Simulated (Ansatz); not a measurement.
Consider the redistribution: `NC[SiH2][GeH3]` + `NN[SiH3]` → `N[SiH2][GeH3]` + `NCN[SiH3]`.

Calculated with Ansatz (gas phase, PBE0-D4/def2-TZVP geometries, no zero-point term in ΔE). CBS: MP2 limit from def2 TZ/QZ plus the TZ coupled-cluster correction, frozen cores. Functionals use def2-TZVPP. For Ge outer-core shells are correlated without core-valence functions, which leaves a few kJ/mol of doubt a bond. Scalar relativity is left out up to krypton. Each species was taken in one conformer, which may not be the lowest.

```tsv
level	ΔE (kcal/mol)
r2SCAN-D4	-42.8
HF/def2-TZVPP	-46.5
MP2/def2-TZVPP	-45.2
SCS-MP2/def2-TZVPP	-44.9
```

Q: What does CCSD(T)/CBS give? (Best estimate.)

A: Computed: -43.6 kcal/mol. The listed levels differ from it by 0.8, -2.9, -1.6, -1.3 kcal/mol.

Largest T1 diagnostic among the species: 0.011.

In def2-TZVPP, CCSD(T) changes the Hartree–Fock value by +3.1 kcal/mol (the triples alone add +0.4 kcal/mol) and MP2 by +1.2 kcal/mol. From PBE to PBE0 (25 % exact exchange), in def2-TZVPP and without D4, ΔE moves by −1.6 kcal/mol.
